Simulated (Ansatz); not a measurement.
Born–Oppenheimer molecular dynamics of CH4SSi2 (8 atoms, charge 0, multiplicity 1). It starts from a relaxed structure.

The calculation used Ansatz, RKS revPBE/6-31G*.

| Quantity | Value |
| --- | --- |
| ensemble | NVE (velocity Verlet) |
| time step | 0.5 fs |
| steps asked | 100 |
| starting velocities drawn for | 400 K |
| seed | 306046 |

First frame:

```xyz
8
Properties=species:S:1:pos:R:3
C -0.698 0.936 -0.774
Si -0.372 0.919 1.009
Si 0.404 -1.196 0.338
S -0.812 -0.697 -1.445
H -0.940 1.754 -1.469
H 0.524 2.043 1.481
H 1.838 -1.239 -0.101
H 0.057 -2.519 0.960
```

**Question.** How far do the bonds stretch over the last three quarters of this one trajectory? (Pairs bonded in most of those frames.)

**Answer.** 
```
   bond  mean (Å)  spread (Å)  shortest  longest
 C1–Si2     1.813       0.011      1.79     1.84
  C1–S4     1.766       0.014      1.74     1.78
  C1–H5     1.103       0.013      1.08     1.12
Si2–Si3     2.326       0.039      2.29     2.41
 Si2–H6     1.517       0.033      1.47     1.57
 Si3–S4     2.236       0.030      2.19     2.27
 Si3–H7     1.503       0.037      1.45     1.55
 Si3–H8     1.509       0.050      1.44     1.58
```

Mean temperature of the second half: 209 K. The conserved energy stayed within 0.14 meV per atom of its start (net change 0.12 meV per atom), so the integration is sound. A run of 0.05 ps of so small a system gives no equilibrium averages.

Time of the run: 120 s on 1 thread of Intel(R) Xeon(R) 6975P-C (Granite Rapids) (shared host), peak memory 0.13 GiB.
